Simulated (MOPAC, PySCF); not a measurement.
HBBr2, SMILES `BrBBr`, neutral singlet in the gas phase. 

Z-matrix (Å, degrees):
```
B
H 1 1.1801
Br 1 1.9017 2 119.19
Br 1 1.9017 2 119.19 3 179.91
```
Charge 0, multiplicity 1.

All levels are single points at this geometry (B3LYP-D3(BJ)/def2-TZVP); Pople sets use spherical d functions. Orbital energies aren't observables, and empty levels follow the basis.

| level | HOMO (eV) | LUMO (eV) | gap (eV) | dipole (D) | vertical IE, Delta-SCF (eV) |
|---|---|---|---|---|---|
| B3LYP-D3(BJ)/def2-TZVP in PySCF | -8.27 | -2.23 | 6.04 | 0.37 | – |
| PBE-D3(BJ)/def2-TZVP in PySCF | -7.27 | -2.96 | 4.31 | 0.25 | – |
| B3LYP/LANL2DZ in PySCF | -8.26 | -2.28 | 5.98 | 0.63 | – |
| BP86/6-31G* in PySCF | -7.30 | -2.92 | 4.38 | 0.35 | – |
| M06-2X/6-31G* in PySCF | -9.75 | -1.11 | 8.64 | 0.59 | – |
| PBE/6-31G* in PySCF | -7.20 | -2.84 | 4.36 | 0.34 | – |
| HF/6-31G* in PySCF | -11.44 | 1.73 | 13.18 | 0.79 | 11.06 |
| HF/STO-3G in PySCF | -8.89 | 5.50 | 14.38 | 0.81 | – |
| PM7 in MOPAC | -10.40 | -2.07 | 8.33 | 1.04 | – |
